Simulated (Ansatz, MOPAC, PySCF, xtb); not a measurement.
Complex: boric acid (SMILES OB(O)O) (first 7 atoms) with NH3 (SMILES N); geometry from B3LYP-D3(BJ)/def2-TZVP, rigid monomers moved along the line of their centres of mass till H7···N8 is 2.19 Å.
(charge 0, multiplicity 1):
```csv
atom,x (Å),y (Å),z (Å)
O,-0.0024,-0.5718,-1.1977
B,-0.1552,-0.1962,0.1102
O,-1.3611,0.3833,0.4784
O,0.8779,-0.4118,0.9665
H,-0.7868,-0.3771,-1.7183
H,-1.3983,0.6214,1.4085
H,0.6982,-0.1194,1.8813
N,0.4471,0.4848,3.9710
H,0.3478,1.4781,4.1505
H,-0.2662,0.0019,4.5064
H,1.3461,0.2015,4.3473
```

Monomers are frozen at their geometry in the pair; levels with a basis set take the counterpoise correction. Rows marked so take none.

Frozen-core correlation. Rows in 6-31G* carry no dispersion term and start afresh at each structure (6-31G* with six Cartesian d functions). MP2/6-31G* freezes PySCF's default core. The state reached by PM3 isn't checked.

Programs: Ansatz (Gaussian basis) for Hartree–Fock, density functionals and correlated methods; MOPAC for PM3 (differences of heats of formation); PySCF for 6-31G* rows, the dispersion terms; xtb for the GFN methods. Each number belongs to the level named beside it.

```json
[
 {"level": "PM3", "interaction energy (kcal/mol)": "-2.97"},
 {"level": "GFN2-xTB", "interaction energy (kcal/mol)": "-6.15"},
 {"level": "B3LYP-D4/def2-TZVPPD", "interaction energy (kcal/mol)": "-9.05"},
 {"level": "PBE0/def2-TZVPPD", "interaction energy (kcal/mol)": "-8.58"},
 {"level": "M06-2X/6-31G* (no counterpoise)", "interaction energy (kcal/mol)": "-11.75"},
 {"level": "MP2/6-31G*", "interaction energy (kcal/mol)": "-9.90"},
 {"level": "MP2/6-31G* (no counterpoise)", "interaction energy (kcal/mol)": "-11.80"},
 {"level": "SCS-MP2/aug-cc-pVDZ", "interaction energy (kcal/mol)": "-7.87"},
 {"level": "CCSD(T)/aug-cc-pVDZ", "interaction energy (kcal/mol)": "?"}
]
```

**Question.** What belongs in the gaps?

**Answer.** 
- CCSD(T)/aug-cc-pVDZ, interaction energy (kcal/mol): -8.30

Ansatz is a program for electronic structure.
